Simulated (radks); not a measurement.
Problem. Radial electron density D(r) = 4 pi r^2 rho(r) of an atom or ion with 7 electrons. All-electron calculation, Dirac Kohn-Sham, revPBE, spin-unpolarised, spherical densities, finite nucleus; Fermi nuclear charge, rms radius of each element as measured or else 0.836 A^(1/3) + 0.57 fm. Program: a radial shooting solver on a logarithmic mesh with Libxc functionals.

| r (bohr) | D(r) (e/bohr) |
|---|---|
| 0.002218 | 4.721 |
| 0.002442 | 5.532 |
| 0.002688 | 6.469 |
| 0.002958 | 7.546 |
| 0.00323 | 8.670 |
| 0.003556 | 10.06 |
| 0.003914 | 11.64 |
| 0.004309 | 13.42 |
| 0.004705 | 15.24 |
| 0.005179 | 17.44 |
| 0.005701 | 19.87 |
| 0.006275 | 22.52 |
| 0.006908 | 25.40 |
| 0.007543 | 28.21 |
| 0.008303 | 31.44 |
| 0.00914 | 34.79 |
| 0.01006 | 38.22 |
| 0.01099 | 41.35 |
| 0.01209 | 44.67 |
| 0.01331 | 47.80 |
| 0.01465 | 50.63 |
| 0.01613 | 53.03 |
| 0.01761 | 54.77 |
| 0.01939 | 56.07 |
| 0.02134 | 56.69 |
| 0.02349 | 56.60 |
| 0.02565 | 55.91 |
| 0.02824 | 54.60 |
| 0.03108 | 52.82 |
| 0.03421 | 50.79 |
| 0.03766 | 48.74 |
| 0.04113 | 47.05 |
| 0.04527 | 45.61 |
| 0.04983 | 44.73 |
| 0.05485 | 44.45 |
| 0.0599 | 44.66 |
| 0.06593 | 45.19 |
| 0.07258 | 45.70 |
| 0.07989 | 45.80 |
| 0.08794 | 45.11 |
| 0.09603 | 43.50 |
| 0.1057 | 40.54 |
| 0.1164 | 36.36 |
| 0.1281 | 31.20 |
| 0.1399 | 25.95 |
| 0.154 | 20.14 |
| 0.1695 | 14.70 |
| 0.1865 | 10.03 |
| 0.2053 | 6.356 |
| 0.2242 | 3.897 |
| 0.2468 | 2.098 |
| 0.2717 | 1.024 |
| 0.2991 | 0.4487 |
| 0.3266 | 0.1897 |
| 0.3595 | 0.06540 |
| 0.3957 | 0.01954 |

What is the nuclear charge?

Solution. Z = 48. The innermost maximum, from 1s, lies near gamma/Z bohr with gamma = sqrt(1 - (Z/c)^2) = 0.937, here 0.0195 bohr (found: 0.0220), and its height grows with Z. The density is that of the cadmium ion Cd41+ in [He] 2p5; the configuration itself is not fixed sharply by these data, and Z only to a few units. D(r) has 2 maxima, at r = 0.0220, 0.0774 bohr, and minima at 0.0549 bohr, inside which lie 2.41 electrons.
